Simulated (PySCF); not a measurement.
These compounds are isomers of formula C$_{9}$H$_{12}$Si.

A. SMILES C[C@@H]1[SiH2]C=C1C#CC1CC1
B. `C=C(C)C#CC1=C[SiH2][C@@H]1C`
C. `[SiH3]CC12C=CC(C=C1)C=C2`
D. SMILES C1C(c2ccccc2)C[SiH2]1
E. `C#C[Si@]1(C)C[C@H](C#CC)C1`
F. SMILES [SiH3]C[C@]12C=C[C@@H]3[C@H](C=C1)[C@@H]32

Spectrum 1. $^{1}$H NMR (300 MHz, computed): δ 5.87 (d, 2H), 5.07 (m, 2H), 3.73 (t, 3H), 3.18 (m, 2H), 2.69 (m, 1H), 1.05 (q, 2H). $^{13}$C{$^{1}$H} NMR (computed): δ 142.3 (CH), 125.0 (CH), 63.5 (C), 55.3 (CH), 47.5 (CH), 15.9 (CH2).

Spectrum 2. $^{1}$H NMR (300 MHz, computed): δ 7.21 (m, 3H), 6.96 (d, 3H), 4.69 (m, 1H), 4.03 (t, 3H), 1.78 (q, 2H). $^{13}$C{$^{1}$H} NMR (computed): δ 155.2 (CH), 152.3 (CH), 57.9 (C), 54.4 (CH), 15.8 (CH2).

Spectrum 3. $^{1}$H NMR (300 MHz, computed): δ 6.39 (m, 1H), 5.78 (m, 1H), 5.75 (m, 1H), 4.87 (m, 1H), 4.54 (m, 1H), 2.42 (m, 1H), 2.08 (s, 3H), 1.40 (d, 3H). $^{13}$C{$^{1}$H} NMR (computed): δ 159.5 (C), 146.2 (CH), 134.9 (C), 132.0 (CH2), 105.6 (C), 94.7 (C), 35.9 (CH), 26.9 (CH3), 19.3 (CH3).

Spectrum 4. $^{1}$H NMR (300 MHz, computed): δ 6.24 (m, 1H), 4.83 (m, 1H), 4.49 (m, 1H), 2.27 (m, 1H), 1.58 (m, 1H), 1.25 (d, 3H), 0.91 (m, 1H), 0.90 (m, 1H), 0.79 (m, 1H), 0.73 (m, 1H). $^{13}$C{$^{1}$H} NMR (computed): δ 160.1 (C), 142.9 (CH), 112.1 (C), 79.3 (C), 35.5 (CH), 19.4 (CH3), 12.8 (CH2), 12.4 (CH2), 3.6 (CH).

Spectrum 5. $^{1}$H NMR (300 MHz, computed): δ 7.65 (m, 2H), 7.64 (m, 2H), 7.48 (m, 1H), 5.08 (m, 1H), 4.90 (m, 1H), 3.52 (m, 1H), 2.22 (m, 2H), 1.51 (m, 2H). $^{13}$C{$^{1}$H} NMR (computed): δ 160.2 (C), 134.1 (CH), 131.6 (CH), 131.1 (CH), 42.8 (CH), 21.1 (CH2).

Spectrum 6. $^{1}$H NMR (300 MHz, computed): δ 2.96 (m, 1H), 2.12 (s, 1H), 2.01 (s, 3H), 1.89 (m, 2H), 1.86 (m, 2H), 0.40 (s, 3H). $^{13}$C{$^{1}$H} NMR (computed): δ 104.4 (CH), 93.2 (C), 92.0 (C), 84.1 (C), 28.7 (CH2), 21.7 (CH), 5.0 (CH3), 0.6 (CH3).

Computational details: shielding tensors at PBE0/pcSseg-1 (GIAO), GFN2-xTB geometry, in PySCF (equivalent nuclei averaged, one conformer, non-relativistic Hamiltonian, gas phase).

δ = σ(ref) − σ, references computed at the same level: $^{1}$H and $^{13}$C vs TMS. Where no couplings were computed, multiplicities follow the n + 1 count of equivalent neighbours, and m marks all less simple cases (inequivalent or close neighbours, rings, F or P nearby). Shifts are as computed. Against solution values, carbons near 30 ppm lie about +3 ppm off and those near 130 ppm about +5 ppm. Of 1211 compounds with measured shifts, 218 miss one by over three times the rms of a fit or turn the order of signals round; such compounds aren't used in these exercises.

Task: Match each spectrum to its structure.

Result: 1–F, 2–C, 3–B, 4–A, 5–D, 6–E.

- Spectrum 1 (F): 6 $^{13}$C signals; δC 142.3 is an alkene CH; δC 125.0 is an alkene CH.
- Spectrum 2 (C): 5 $^{13}$C signals; δC 155.2 is an alkene CH; δC 152.3 is an alkene CH.
- Spectrum 3 (B): 9 $^{13}$C signals; δC 159.5 is a fully substituted alkene carbon; δC 146.2 is an alkene CH.
- Spectrum 4 (A): 9 $^{13}$C signals; δC 160.1 is a fully substituted alkene carbon; δC 142.9 is an alkene CH.
- Spectrum 5 (D): 6 $^{13}$C signals; δC 134.1 is an aromatic CH; δC 131.6 is an aromatic CH.
- Spectrum 6 (E): 8 $^{13}$C signals; δC 104.4 is a terminal alkyne carbon; δC 93.2 is an alkyne carbon.
